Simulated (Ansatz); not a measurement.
Caution, from a PySCF single point (PBE0-D3(BJ)/def2-TZVP) at this geometry: the restricted solution is unstable towards spin-unrestricted or complex orbitals, so a lower solution exists and this singlet may not be the ground state. This singlet lies 0.59 eV below the relaxed triplet at the level composite: frozen-core CCSD(T) with HF/cc-pVQZ and the correlation energy extrapolated as X^-3 from cc-pVTZ and cc-pVQZ, plus CCSDT(Q) minus CCSD(T) in cc-pVDZ // PBE0-D3(BJ)/def2-TZVP (Ansatz, a first-principles code).

A geometry relaxed with Ansatz with PBE0-D3(BJ)/def2-TZVP, charge 0, multiplicity 1:

```xyz
6

H      2.1118    -0.6059     0.0116
H     -1.5947     1.1787    -0.0887
Si    -0.5744     0.0952    -0.0508
H     -0.8564    -0.7492     1.1521
Si     1.6692     0.8381     0.2371
H     -0.7555    -0.7570    -1.2614
```

Write the SMILES of this molecule.

`[SiH][SiH3]`
